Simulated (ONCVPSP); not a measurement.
sulfur (S), ONCV: configuration errors across variants

ONCVPSP 4.0.1 input, shortened (lines: element, Z, core and valence counts, functional; n l f; lmax; l rc ep ncon nbas qcut; lloc lpopt rc5 dvloc0; l nproj debl; icmod fcfact rcfact), PBE, scalar-relativistic:

```
  S 16.00    1    4        4      upf
    1    0    2.00
    2    0    2.00
    2    1    6.00
    3    0    2.00
    3    1    4.00
    2
    0    0.75    0.00    4    9   14.40
    1    0.95    0.00    3    6   17.60
    2    0.85    0.23    4    8   10.70
    4    5    0.60    0.00
    0    3    2.60
    1    2    2.50
    2    1    3.40
    2    0.35    1.15
```

All-electron excitation energies from the reference (eV): (1) 2s2 2p6 3s2 3p3 11.769; (2) 2s2 2p6 3s2 3p2 34.052; (3) 2s2 2p6 3s2 3p1 68.094; (4) 2s1 2p6 3s2 3p4 227.313.

Errors AE − PS in meV (a dash: test not solved or not reliable):

| change | (1) | (2) | (3) | (4) | bound ghosts | GHOST(+) flags above zero |
| --- | --- | --- | --- | --- | --- | --- |
| base | +0.3 | +2.5 | +10 | -664 | none | s |
| all radii but the core radius scaled by about 0.80 (s 0.60, p 0.76, d 0.68 bohr); local potential polynomial inside 0.48 bohr (lpopt 5, dvloc0 0 Ha) | +0.7 | +3.2 | +10 | -370 | none | s |
| all radii but the core radius scaled by about 0.85 (s 0.64, p 0.80, d 0.72 bohr); local potential polynomial inside 0.52 bohr (lpopt 5, dvloc0 0 Ha) | +0.6 | +3.0 | +10 | -433 | none | s |
| all radii but the core radius scaled by about 0.91 (s 0.68, p 0.86, d 0.78 bohr); local potential polynomial inside 0.54 bohr (lpopt 5, dvloc0 0 Ha) | +0.4 | +2.6 | +9.9 | -506 | none | s |
| all radii but the core radius scaled by about 0.96 (s 0.72, p 0.90, d 0.82 bohr); local potential polynomial inside 0.58 bohr (lpopt 5, dvloc0 0 Ha) | +0.3 | +2.6 | +10 | -593 | none | s |
| all radii but the core radius scaled by about 1.07 (s 0.80, p 1.02, d 0.92 bohr); local potential polynomial inside 0.64 bohr (lpopt 5, dvloc0 0 Ha) | +0.2 | +2.2 | +9.3 | -746 | none | none |
| all radii but the core radius scaled by about 1.20 (s 0.90, p 1.14, d 1.02 bohr); local potential polynomial inside 0.72 bohr (lpopt 5, dvloc0 0 Ha) | -0.1 | +1.2 | +5.9 | -868 | none | none |
| all radii but the core radius scaled by about 1.25 (s 0.94, p 1.18, d 1.06 bohr); local potential polynomial inside 0.74 bohr (lpopt 5, dvloc0 0 Ha) | -0.2 | +0.9 | +4.8 | -884 | none | none |
| all radii but the core radius scaled by about 1.32 (s 0.98, p 1.26, d 1.12 bohr); local potential polynomial inside 0.80 bohr (lpopt 5, dvloc0 0 Ha) | -0.3 | +0.1 | +1.8 | -898 | none | none |

(1) Give the same row for: all radii but the core radius scaled by about 1.14 (s 0.86, p 1.08, d 0.96 bohr); local potential polynomial inside 0.68 bohr (lpopt 5, dvloc0 0 Ha).

Answers

(1) 0.0, +1.8, +7.9, -822; bound ghosts: none; GHOST(+) flags above zero: none.
